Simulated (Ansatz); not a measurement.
Basis-set extrapolation for C3H9BSi (`BC(=C)[SiH2]C`) (PBE0-D4/def2-TZVP geometry, frozen core, the Gaussian-basis code of Ansatz). Multiplicity 1, RHF reference.

|  | def2-TZVPP | def2-QZVPP |
| --- | --- | --- |
| HF | -432.499986 | -432.515690 |
| MP2 correlation | -0.725459 | -0.772238 |
| CCSD(T) correlation | -0.819343 | not run |

Energies in hartree. Use E(X) = E(∞) + A·exp(−7.88·√X) for Hartree–Fock and E(X) = E(∞) + B·X^(−2.97) for correlation, with X = 3 and 4, and add CCSD(T) minus MP2 of the smaller set to the MP2 limit.

Q: What is the CCSD(T) energy at the basis-set limit?

A: HF limit: -432.515690 + (-0.015704) × 0.13774 = -432.51785. MP2 limit: -0.772238 + (-0.046779) × 0.74074 = -0.80689. Higher-order term: -0.819343 − (-0.725459) = -0.09388. Total: -433.41862 hartree, 2.70 eV below CCSD(T)/def2-TZVPP.
